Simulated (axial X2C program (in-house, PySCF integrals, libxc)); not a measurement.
TcC⁺: cheaper levels and CCSD(T), 2c

Calculated with an axial X2C code built on PySCF integrals. Two-component (2c) means X2C with spin–orbit coupling and atomic mean-field two-electron Coulomb and Gaunt terms. Basis: Tc dyall-cv3z [12s12p8d5f3g], C dyall-v3z [7s6p2d1f] (cores contracted in-house); Gaussian nuclei, density fitting, unrestricted open shells. Masses: Tc 98.907 u, C 12.000 u.

State: Ω = 1 (⟨Sz⟩ = 1.00, ⟨Lz⟩ = 0.00 at HF); fragments Tc+ + C.

```json
{"level": "PBE0", "Re (Å)": "1.607", "ωe (cm⁻¹)": "1112.4", "De (eV)": "5.43"}
{"level": "CCSD", "Re (Å)": "1.600", "ωe (cm⁻¹)": "1146.5", "De (eV)": "4.61"}
{"level": "LDA", "Re (Å)": "1.611", "ωe (cm⁻¹)": "1136.2", "De (eV)": "7.70"}
```

Correlated methods: 10 electrons correlated (number of frozen shells: Tc 4 s, 3 p, 1 d; C 1 s), 258 virtual spin orbitals or spinors in MP2, 90 natural virtuals in coupled cluster.

CCSD(T), same Hamiltonian and basis:

Re = 1.598 Å, ωe = 1167.3 cm⁻¹, De = 5.03 eV; T1 = 0.092 (Lee–Taylor normalisation).

Problem. Give the differences from CCSD(T) in the columns below.

Solution. 

```json
{"level": "PBE0", "ΔRe (Å)": "0.009", "Δωe (cm⁻¹)": "-55", "ΔDe (eV)": "0.40"}
{"level": "CCSD", "ΔRe (Å)": "0.002", "Δωe (cm⁻¹)": "-21", "ΔDe (eV)": "-0.42"}
{"level": "LDA", "ΔRe (Å)": "0.013", "Δωe (cm⁻¹)": "-31", "ΔDe (eV)": "2.67"}
```

Occupations by symmetry block were frozen at the best pattern of an incomplete PBE0 search. Dissociation energies refer to the lowest single-determinant-based atoms at the same level and basis. Density functionals use the spin component along the axis (collinear). Coupled cluster ran in a truncated set of natural virtual spinors; the MP2 energy of the rest was added. (T) has no such correction and the atoms are truncated less, which lowers De at CCSD(T) by a hundredth of an eV or more. In 2c an atomic determinant is not the ground J level, so De misses part of the atomic spin–orbit lowering. This holds for PBE0, CCSD, LDA, CCSD(T). The functionals have no current-density term, which raises determinants with orbital currents, atoms included. With several unpaired electrons one determinant need not be a pure state. Open-shell Ω = 0 determinants with evenly filled partner blocks cannot be reached by this program, so the Ω shown need not be the lowest component. The determinant is spin-polarised beyond a pure state at some levels (its spin-free form has ⟨S²⟩ too high), which makes Re and μ there less reliable. The T1 diagnostic is large, a sign of multireference character.
